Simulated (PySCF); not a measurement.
CHO$_{2}$ (SMILES O=C[O-]), charge -1, singlet, at a GFN2-xTB geometry (in this run its highest filled SCF level lies above zero, so its values depend strongly on the basis, on diffuse functions most of all); DF-TPSS/def2-TZVPD run with PySCF.

PySCF was given this input:
```python
from pyscf import gto, scf, dft
import numpy

mol = gto.M(
    atom='''
O    -1.03999170   -0.46775065   -0.00405004
C    -0.07158051    0.29026371    0.00151333
O     1.13823216    0.06937908    0.00197307
H    -0.35644062    1.44539027    0.00753576
''',
    basis='def2-tzvpd',
    charge=-1,
    verbose=4,
)
print('smallest overlap eigenvalue', numpy.linalg.eigvalsh(mol.intor('int1e_ovlp'))[0])

mf = dft.RKS(mol)
mf.xc = 'tpss'
mf = mf.density_fit(auxbasis='def2-universal-jkfit')
mf = scf.addons.remove_linear_dep_(mf, threshold=1e-5, lindep=1e-5)
mf.kernel()
```

Q: Write the output that PySCF gives for this input, abridged.

A: 
```
PySCF version 2.14.0

[INPUT] verbose = 4
[INPUT] num. atoms = 4
[INPUT] num. electrons = 24
[INPUT] charge = -1
[INPUT] spin (= nelec alpha-beta = 2S) = 0
[INPUT] symmetry False subgroup None
[INPUT] Mole.unit = angstrom
[INPUT] Symbol           X                Y                Z      unit          X                Y                Z       unit  Magmom
[INPUT]  1 O     -1.039991700000  -0.467750650000  -0.004050040000 AA   -1.965299484821  -0.883920623087  -0.007653466394 Bohr   0.0
[INPUT]  2 C     -0.071580510000   0.290263710000   0.001513330000 AA   -0.135267559757   0.548518915800   0.002859779236 Bohr   0.0
[INPUT]  3 O      1.138232160000   0.069379080000   0.001973070000 AA    2.150947048572   0.131107459974   0.003728561925 Bohr   0.0
[INPUT]  4 H     -0.356440620000   1.445390270000   0.007535760000 AA   -0.673575151470   2.731391753411   0.014240522540 Bohr   0.0

nuclear repulsion = 63.2400660179477
number of shells = 46
number of NR pGTOs = 173
number of NR cGTOs = 126
basis = def2-tzvpd
ecp = {}
input.py:20: DeprecationWarning: remove_linear_dep_ is deprecated and will be removed in a future release. Linear dependency handling is now built into the SCF procedure by default. Linear dependency removal can be controlled using the following settings:
  pyscf.scf.hf.remove_overlap_zero_eigenvalue = True
  pyscf.scf.hf.overlap_zero_eigenvalue_threshold = 1e-6

  mf = scf.addons.remove_linear_dep_(mf, threshold=1e-5, lindep=1e-5)
smallest overlap eigenvalue 0.00012056132198622635

******** <class 'pyscf.df.df_jk.DFRKS'> ********
method = DFRKS
initial guess = minao
damping factor = 0
level_shift factor = 0
DIIS = <class 'pyscf.scf.diis.CDIIS'>
diis_start_cycle = 1
diis_space = 8
diis_damp = 0
SCF conv_tol = 1e-09
SCF conv_tol_grad = None
SCF max_cycles = 50
direct_scf = False
XC library pyscf.dft.libxc version 7.1.2
    S. Lehtola, C. Steigemann, M. J. T. Oliveira, and M. A. L. Marques,  SoftwareX 7, 1–5 (2018)
XC functionals = tpss
    J. Tao, J. P. Perdew, V. N. Staroverov, and G. E. Scuseria,  Phys. Rev. Lett. 91, 146401 (2003)
    J. P. Perdew, J. Tao, V. N. Staroverov, and G. E. Scuseria,  J. Chem. Phys. 120, 6898 (2004)
    J. Tao, J. P. Perdew, V. N. Staroverov, and G. E. Scuseria,  Phys. Rev. Lett. 91, 146401 (2003)
    J. P. Perdew, J. Tao, V. N. Staroverov, and G. E. Scuseria,  J. Chem. Phys. 120, 6898 (2004)
radial grids:
    Treutler-Ahlrichs [JCP 102, 346 (1995); DOI:10.1063/1.469408] (M4) radial grids

becke partition: Becke, JCP 88, 2547 (1988); DOI:10.1063/1.454033
pruning grids: <function nwchem_prune>
grids dens level: 3
symmetrized grids: False
atomic radii adjust function: <function treutler_atomic_radii_adjust>
small_rho_cutoff = 0
Set gradient conv threshold to 3.16228e-05
Initial guess from minao.
tot grids = 52096
init E= -189.582389668659
  HOMO = -0.329925155638058  LUMO = -0.0735670529894961  gap/eV = 6.97586
cycle= 1 E= -189.048154674605  delta_E= 0.534  |g|= 1.18  |ddm|= 1.59

WARN: HOMO 0.196178578250502 == LUMO 0.197051027764095

cycle= 2 E= -186.059280578684  delta_E= 2.99  |g|= 3.45  |ddm|=  119
  HOMO = -0.0614463258669283  LUMO = 0.143664237960006  gap/eV = 5.58134
cycle= 3 E= -189.290828527066  delta_E= -3.23  |g|= 0.247  |ddm|=  118
  HOMO = 0.0195434857186726  LUMO = 0.162210206439024  gap/eV = 3.88216
cycle= 4 E= -189.299373339583  delta_E= -0.00854  |g|= 0.218  |ddm|= 1.26
  HOMO = 0.00991153984789903  LUMO = 0.160202232480849  gap/eV = 4.08962
cycle= 5 E= -189.310152331341  delta_E= -0.0108  |g|= 0.0337  |ddm|= 0.347
  HOMO = 0.0113658685844874  LUMO = 0.160122654469795  gap/eV = 4.04788
cycle= 6 E= -189.310386046002  delta_E= -0.000234  |g|= 0.00862  |ddm|= 0.0896
  HOMO = 0.00972620222874405  LUMO = 0.159529175343209  gap/eV = 4.07635
cycle= 7 E= -189.310403953225  delta_E= -1.79e-05  |g|= 0.000919  |ddm|= 0.0379
  HOMO = 0.00961788857002694  LUMO = 0.15946957850786  gap/eV = 4.07767
cycle= 8 E= -189.310403627577  delta_E= 3.26e-07  |g|= 0.0016  |ddm|= 0.00273
  HOMO = 0.00961157978950318  LUMO = 0.159464911285674  gap/eV = 4.07772
cycle= 9 E= -189.310404114234  delta_E= -4.87e-07  |g|= 9.69e-05  |ddm|= 0.00168
  HOMO = 0.00962028744992488  LUMO = 0.159466435183013  gap/eV = 4.07752
cycle= 10 E= -189.310404116293  delta_E= -2.06e-09  |g|= 1.04e-05  |ddm|= 0.000404
  HOMO = 0.00961745568738378  LUMO = 0.159465610586849  gap/eV = 4.07758
cycle= 11 E= -189.310404116326  delta_E= -3.33e-11  |g|= 9.73e-07  |ddm|= 8.03e-05
  HOMO = 0.00961739743844962  LUMO = 0.159465586100428  gap/eV = 4.07758
Extra cycle  E= -189.310404116326  delta_E= 2.27e-13  |g|= 1.67e-06  |ddm|= 2.91e-06
converged SCF energy = -189.310404116326
```
